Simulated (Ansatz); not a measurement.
Zn3Se3⁺, relaxed as a doublet with UKS PBE-D4/def2-SVP in Ansatz, starting from the GFN1-xTB geometry. Force threshold 0.02 eV/Å.

The relaxation made no stability test and no search for a lower SCF solution. Another isomer (doublet) lies 0.12 eV lower at PBE0-D4/def2-SVP; other spin states weren't run for this one.

Start:

```xyz
6

Zn    1.986    1.411   -1.384
Zn   -2.160   -1.095    0.930
Zn    2.079   -1.028   -1.515
Se   -1.810    0.961    1.829
Se   -0.128    1.042    0.153
Se    0.034   -1.292   -0.012
```

```csv
step,energy (eV),largest force component (eV/Å),SCF passes
1,-341207.3770,1.592,50
2,-341207.5798,0.209,32
3,-341207.6022,0.147,25
4,-341207.6303,0.345,29
5,-341207.6573,0.296,29
6,-341207.7029,0.243,30
7,-341207.7665,0.280,27
8,-341207.8483,0.258,29
9,-341207.9379,0.218,28
10,-341207.9987,0.152,29
11,-341208.0436,0.296,31
13,-341208.2296,0.948,33
15,-341208.7811,0.297,30
17,-341208.9887,0.326,39
19,-341209.1462,0.370,32
21,-341209.2689,0.310,37
23,-341209.3103,0.199,31
25,-341209.3178,0.047,30
27,-341209.3445,0.280,34
29,-341209.5407,0.274,35
31,-341209.6268,0.401,30
33,-341209.6540,0.165,24
35,-341209.6647,0.006,24
```

Force components are those of the run's own axes.

End:

| atom | x (Å) | y (Å) | z (Å) |
| --- | --- | --- | --- |
| Zn1 | 1.2294 | 1.2475 | -0.6711 |
| Zn2 | -0.8096 | -1.0217 | 0.4101 |
| Zn3 | 1.3849 | -1.0729 | -1.1726 |
| Se4 | -1.6466 | 1.0278 | 1.3532 |
| Se5 | -0.2493 | 2.7265 | 0.6342 |
| Se6 | 0.0912 | -2.9072 | -0.5539 |

Bonds lost: Se5–Se6 (atoms count from 1). Metal–metal contacts that move far: Zn2–Zn3 4.89 to 2.71 Å.

No frequencies were taken in this run, so the end may be a saddle point.

Run time 5.1 min (4 threads of Arm Neoverse N1 on a shared host).
